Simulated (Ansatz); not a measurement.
Reactions of `[F][GeH]([Cl])[GeH3]`.

Isolated molecules relaxed with PBE0-D4/def2-TZVP in Ansatz; ΔE leaves out vibrations. CBS: MP2 limit from def2 TZ/QZ plus the TZ coupled-cluster correction, frozen cores. This one scheme is used for every species, atoms too. Functionals use def2-TZVPP. B3LYP here is the variant with VWN-RPA as its local correlation; programs differ in this. Open shells (•) are unrestricted, without spin–orbit coupling. Spin–orbit coupling would lower the free atoms: a little for Cl, F; clearly for Ge. Elements past krypton have def2 core potentials. Bonds to Ge, I are less sure, by a few kJ/mol each and by 10 to 20 or more in all where they break to atoms, as the def2 sets lack core-valence functions. Scalar relativity is left out up to krypton. One conformer a species, not always the lowest.

```csv
reaction,B2PLYP (kJ/mol),B3LYP-D4 (kJ/mol),CCSD(T)/CBS(def2) (kJ/mol)
`[F][GeH]([Cl])[GeH3]` + HCl → `[Cl][GeH]([Cl])[GeH3]` + H–F,-9,-12,-18
`[F][GeH]([Cl])[GeH3]` + `CN[SiH2]O` → `C[N]([GeH3])[SiH2]O` + `[F][GeH2][Cl]`,28,31,23
`[F][GeH]([Cl])[GeH3]` → `[F][GeH3]` + `[Cl][GeH]`,142,137,154
`[F][GeH]([Cl])[GeH3]` + H₂ → `[Cl][GeH2][GeH3]` + H–F,46,48,38
`[F][GeH]([Cl])[GeH3]` → Cl• + F• + 2 Ge• + 4 H•,2212,2222,2267
`[F][GeH]([Cl])[GeH3]` + H₂ → `[F][GeH2][Cl]` + GeH₄,8,16,14
`[F][GeH]([Cl])[GeH3]` + H–F → `[F][GeH]([F])[GeH3]` + HCl,6,9,15
`[F][GeH]([Cl])[GeH3]` + `NC=O` → `O=C[NH][GeH3]` + `[F][GeH2][Cl]`,18,25,16
`[F][GeH]([Cl])[GeH3]` + HI → `[F][GeH]([Cl])[I]` + GeH₄,-48,-46,-48
`[F][GeH]([Cl])[GeH3]` + H₂O → `[OH][GeH]([F])[GeH3]` + HCl,37,41,41
```

Largest T1 diagnostic: 0.016, for `NC=O`.
